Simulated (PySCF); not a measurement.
Start geometry of `C=C1CC/C1=C\C` from GFN2-xTB (Å):
```
atom  x, y, z in Å
C1    -1.6190   -1.8797    0.4759
C2    -1.0739   -0.6749    0.5276
C3    -1.4330    0.6007    1.2527
C4    -0.1985    1.2675    0.6082
C5     0.0950   -0.0445   -0.0833
C6     1.0409   -0.4547   -0.9186
C7     2.1611    0.3981   -1.4123
H8    -1.1933   -2.6673   -0.1223
H9    -2.5112   -2.1199    1.0299
H10   -2.3905    1.0286    0.9583
H11   -1.3995    0.5268    2.3390
H12    0.5658    1.5902    1.3144
H13   -0.4268    2.0927   -0.0655
H14    1.0227   -1.4739   -1.2825
H15    3.1191   -0.0405   -1.1323
H16    2.1354    0.4616   -2.5003
H17    2.0988    1.4012   -0.9989
```

Task: What comes out of this run: PySCF 2.14.0, PBE0-D3(BJ)/def2-SVP geometry optimisation, gas phase?

Result: 
```
atom  x, y, z in Å
C1    -1.388   -1.696    0.521
C2    -0.844   -0.477    0.572
C3    -1.202    0.806    1.304
C4     0.036    1.482    0.653
C5     0.332    0.165   -0.047
C6     1.285   -0.245   -0.894
C7     2.404    0.602   -1.396
H8    -0.948   -2.489   -0.091
H9    -2.290   -1.939    1.088
H10   -2.172    1.240    1.017
H11   -1.168    0.732    2.402
H12    0.810    1.813    1.364
H13   -0.195    2.323   -0.019
H14    1.244   -1.282   -1.246
H15    3.384    0.172   -1.125
H16    2.391    0.671   -2.497
H17    2.358    1.623   -0.991
```

The energy falls by 1.3 kcal/mol over 4 energy and gradient evaluations, the largest force component goes from 0.0118 to 2.4e-04 Eh/bohr, and the atoms move by 0.025 Å rms after alignment. Among the bonds, C1–H8 and C1–H9 change most and about equally (+0.016 to +0.017 Å). Bonds longer at the end by more than 0.005 Å: 16 of 17; shorter: 0. Rotational constants go from 4836, 1970, 1437 to 4755, 1940, 1415 MHz. The orientation of the end geometry is arbitrary; only internal coordinates are fixed.

The run used 148 basis functions and 25 SCF cycles in all. Time: 32 s of wall time. Hardware: one thread of an Arm Neoverse V2, shared host.

PBE0-D3(BJ)/def2-SVP frequencies: not computed here.
